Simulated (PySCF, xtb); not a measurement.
CH₇GeNOSi, SMILES [OH][Ge@@H]1[CH2]N[SiH2]1. One conformer was computed; it need not be the lowest.

Harmonic wavenumbers (cm⁻¹) from GFN2-xTB (xtb) at its own minimum, in rising order: 103, 125, 166, 190, 317, 377, 386, 429, 467, 519, 529, 605, 624, 670, 713, 766, 790, 870, 1065, 1126, 1142, 1306, 1481, 1616, 2159, 2236, 2891, 2928, 3447, 3656.

**Question.** What does PBE0-D3(BJ)/def2-SVP run with PySCF give at its own minimum? (An estimate is asked for; the answer gives what the named calculation found.)

**Answer.** 74, 135, 151, 197, 343, 394, 418, 450, 589, 643, 666, 694, 737, 761, 812, 833, 899, 994, 1089, 1169, 1172, 1339, 1480, 2111, 2181, 2191, 3027, 3083, 3630, 3913. Paired by order, the mean absolute difference is 89 cm⁻¹ and the zero-point energies are 48.2 and 51.7 kcal/mol.
